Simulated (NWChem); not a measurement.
Molecule: TlCl; SMILES [Cl][Tl]

```xyz
2

Tl     0.0000     0.0000    -0.4135
Cl     0.0000     0.0000     2.1060
```
Atoms are numbered in this order, from 1.

Results from NWChem. The geometry was optimised at PBE0/def2-SVP. def2 effective core potentials on Tl; no spin-orbit coupling. Ions are spin-unrestricted doublets at the neutral geometry; other ion states weren't tried.

| level | basis functions | −ε(HOMO) (eV) | relative time |
|---|---|---|---|
| PBE/def2-SVP | 44 | 6.23 | 1 |
| PBE/def2-SVPD | 59 | 6.56 | 2 |
| PBE/def2-TZVP | 87 | 6.42 | 4 |
| PBE/def2-TZVPD | 102 | 6.49 | 5 |
| PBE/def2-TZVPP | 92 | 6.42 | 4 |
| PBE/def2-QZVP | 152 | 6.47 | 30 |

Relative times are rough (shared machine, one core).
